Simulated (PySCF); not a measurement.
Start geometry of `[NH2][Cr][NH2]` (Cr(NH2)2) [quintet] from GFN2-xTB (Å):
```
atom  x, y, z in Å
Cr1    0.063   -0.079    0.013
N2    -0.017   -0.030    1.812
H3     0.552    0.505    2.416
H4    -0.513   -0.546    2.424
N5    -0.008   -0.006   -1.851
H6     0.599    0.571   -2.440
H7    -0.584   -0.517   -2.443
```

Problem. What comes out of this run: PySCF, PBE0-D3(BJ)/def2-SVP geometry optimisation, gas phase?

Solution. 
```
atom  x, y, z in Å
Cr1    0.058   -0.067   -0.010
N2     0.027   -0.042    1.855
H3     0.592    0.547    2.465
H4    -0.588   -0.580    2.463
N5     0.020   -0.010   -1.875
H6     0.584    0.586   -2.478
H7    -0.602   -0.536   -2.488
```

The energy falls by 30.9 kJ/mol over 6 energy and gradient evaluations, the largest force component goes from 0.0530 to 1.2e-04 Eh/bohr, and the atoms move by 0.060 Å rms after alignment. The bond that changes most is N2–H4 (ends: nitrogen bonded to Cr and 2 H; hydrogen on nitrogen), which lengthens by 0.077 Å. Bonds longer at the end by more than 0.005 Å: 4 of 6; shorter: 0. Among the angles that change most is H3–N2–H4, from 101.8° to 106.4°. Rotational constants go from 193047, 4284, 4204 to 183134, 4137, 4050 MHz. The orientation of the end geometry is arbitrary; only internal coordinates are fixed.

The run used 79 basis functions and 44 SCF cycles in all. The run took 65 s on Intel Xeon Platinum 8259CL at 2.50 GHz, one thread, no GPU, on a shared host, and the process peaked at 0.34 GiB of memory.

Not checked by PBE0-D3(BJ)/def2-SVP frequencies. ⟨S²⟩ = 6.116 (exact for a quintet: 6.00).
